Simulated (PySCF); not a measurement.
Structure with atom numbers: `[O:1]=[P:2]1([CH2:3][SiH3:4])[CH2:5][CH2:6][CH2:7]1`. Hydrogens are named by the atom that carries them.

Theoretical values (PySCF 2.14.0 with density-fitted response routines): GFN2-xTB structure, GIAO PBE0/pcSseg-1 shieldings. Non-relativistic Hamiltonian, in vacuum, a single conformation, averaged over atoms made equivalent by symmetry, fast rotation or ring inversion.

Referencing at the same level of theory: 13C (σref 186.93), 1H (σref 31.72), 29Si (σref 349.16) against TMS; H2O for 17O (σref 336.08); H3PO4 for 31P (σref 318.38).

```tsv
atoms	nucleus	count	δ (ppm)
H(C3)	1H	2	0.95
Hb(C5)/Hb(C7)	1H	2	2.65
C5/C7	13C	2	?
O1	17O	1	173.9
Hb(C6)	1H	1	1.87
H(Si4)	1H	3	?
Ha(C5)/Ha(C7)	1H	2	2.37
Si4	29Si	1	-80.0
C6	13C	1	?
Ha(C6)	1H	1	1.21
C3	13C	1	12.9
P2	31P	1	?
```

Q: Estimate the values marked ?.

A: 
- C5/C7: 41.9 ppm, sp3 CH2 bonded to P
- C6: 10.4 ppm, sp3 CH2 in a ring; a saturated carbon with 2 carbon neighbours and no heteroatom attached
- H(Si4): 4.03 ppm, hydrogen on a silicon bonded to C
- P2: 22.0 ppm, phosphorus bonded to 3 C, O, in a 4-membered ring

Shifts are as computed. Against solution values, carbons near 30 ppm lie about +3 ppm off and those near 130 ppm about +5 ppm. Of 1211 compounds with measured shifts, 218 miss one by over three times the rms of a fit or turn the order of signals round; such compounds aren't used in these exercises. Experimental scales use liquid or dissolved standards, which lie at an offset from isolated H2O (liquid H2O: subtract about 36 ppm) and H3PO4.
